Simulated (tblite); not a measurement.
Compound: C6H8F2O2.
SMILES with atom numbers: `[F:1][CH:2]([F:3])[O:4][C@@H:5]1[O:6][C@@H:7]1[CH:8]1[CH2:9][CH2:10]1` (hydrogens: H11 on C2; H12 on C5; H13 on C7; H14 on C8; H15, H16 on C9; H17, H18 on C10)

Structure optimised with GFN2-xTB, isolated species.

What internal coordinates does the optimisation give?

```
   bond  length (Å)   order
  F1–C2       1.336  single
  C2–F3       1.358  single
  C2–O4       1.358  single
  O4–C5       1.394  single
  C5–O6       1.383  single
  O6–C7       1.412  single
  C7–C8       1.489  single
  C8–C9       1.501  single
 C9–C10       1.495  single
  C5–C7       1.468  single
 C8–C10       1.501  single
 C2–H11       1.105  single
 C5–H12       1.089  single
 C7–H13       1.088  single
 C8–H14       1.081  single
 C9–H15       1.078  single
 C9–H16       1.079  single
C10–H17       1.079  single
C10–H18       1.078  single
```

Orders are formal, as drawn. A selection of angles:
```
    angle  degrees
 F1–C2–F3    106.2
 F1–C2–O4    108.3
 F3–C2–O4    111.1
 C2–O4–C5    114.1
 O4–C5–O6    116.9
 O4–C5–C7    118.4
 O6–C5–C7     59.3
 C5–O6–C7     63.3
 O6–C7–C8    118.6
 C5–C7–O6     57.4
 C5–C7–C8    121.4
 C7–C8–C9    118.4
C7–C8–C10    119.0
C9–C8–C10     59.7
C8–C9–C10     60.1
C8–C10–C9     60.1
```

Torsions: F1–C2–O4–C5 164° (antiperiplanar); C2–O4–C5–O6 -64° (synclinal); O4–C5–O6–C7 -109° (anticlinal); C5–O6–C7–C8 111° (anticlinal); O6–C7–C8–C9 179° (antiperiplanar); C7–C8–C9–C10 -109° (anticlinal); O4–C5–C7–O6 106° (anticlinal); C7–C8–C10–C9 108° (anticlinal).

The 3-membered ring C8–C9–C10 has internal angles of 59.7° to 60.1°. The 5 C–C bonds span 1.468 Å (C5–C7, drawn single) to 1.501 Å (C8–C9, drawn single), a spread of 0.033 Å. The 2 C–F bonds span 1.336 Å (F1–C2, drawn single) to 1.358 Å (C2–F3, drawn single), a spread of 0.022 Å. The 4 C–O bonds span 1.358 Å (C2–O4, drawn single) to 1.412 Å (O6–C7, drawn single), a spread of 0.054 Å. The 3-membered ring C5–O6–C7 has internal angles of 57.4° to 63.3°. Of the pairs four or more bonds apart, O6···H11 is among the closest relative to their van der Waals radii: 2.54 Å, 94 % of the sum of Bondi's values.

Point group: C1 (no symmetry element, even within 0.4 Å). Its GFN2-xTB frequencies are all real (lowest 32 cm⁻¹). The numbers are those of one conformer. 2 starts were optimised and ended at 0.00 and 0.10 kcal/mol (GFN2-xTB); the lowest of these is shown.

Time: 0.44 s wall. Hardware: one thread, Arm Neoverse V1 (aarch64), no GPU, shared host with 32 logical CPUs at a one-minute load of 18. That covers the optimisation of the geometry.

These are computed values.
